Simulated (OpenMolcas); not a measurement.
# Fe VI: the spin-orbit constant, worked from levels

```json
{
  "Program": "OpenMolcas 26.06",
  "Basis": "ANO-RCC-VTZP [6s5p3d2f1g]",
  "Scalar Hamiltonian": "DKH2, point nucleus",
  "Active space": "9 electrons in 8 orbitals (RAS1 3p, at most 2 holes; RAS2 3d)",
  "State averaging": "2S+1 = 4 even, 10 roots; 2S+1 = 2 even, 40 roots",
  "Spin-orbit coupling": "state interaction with AMFI integrals over the reference wave functions, term energies averaged over their components"
}
```

Methods: RASSCF; MS-RASPT2, IPEA 0.25 Eh, imaginary shift 0.1 Eh (closed shells correlated: 3s). Measured levels: Corliss and Sugar, J. Phys. Chem. Ref. Data 11, 135 (1982).

**The spin-orbit constant.** For the Hund term ⁴F of d3, E(J) = (A/2) J(J+1) + constant and ζ = 2S·A = 3A. From J = 3/2 to J = 9/2 the energy changes by 10.5 A.

| Source | E(9/2) - E(3/2) | A | ζ |
| --- | --- | --- | --- |
| RASSCF | 2223.2 | 211.7 | 635 |
| MS-RASPT2 | 2220.1 | 211.4 | 634 |
| measured | 2000.6 | 190.5 | 572 |

All in cm-1. MS-RASPT2 is off by +11.0 % and RASSCF by +11.1 %. Both methods take the spin-orbit matrix elements from the reference wave functions, so the second can move ζ only through the term energies and any multistate remixing. Second-order mixing with other terms is absorbed into this ζ.

CASPT2 does not keep the components of a term degenerate, so their means are used; among the terms shown or strongly mixed into the levels shown the widest spread is 1000 cm-1 (3d³ ⁴F, MS-RASPT2). Active for correlation alone: 3p; no level in the range computed is led by a configuration that opens it, so any true level of that kind is missing. Without dynamic correlation excited terms often stand tens of per cent too high (terms of higher spin than the ground term too low), and those without a measured partner can miss by more than the paired ones (holds for RASSCF). Computed and measured levels are paired by configuration, term and J; levels that our copy of the source lacks, or whose pairing is in doubt (as where it misses far off the trend of its configuration), stay unpaired and out of the deviations. Levels of configurations outside the active space are missing.
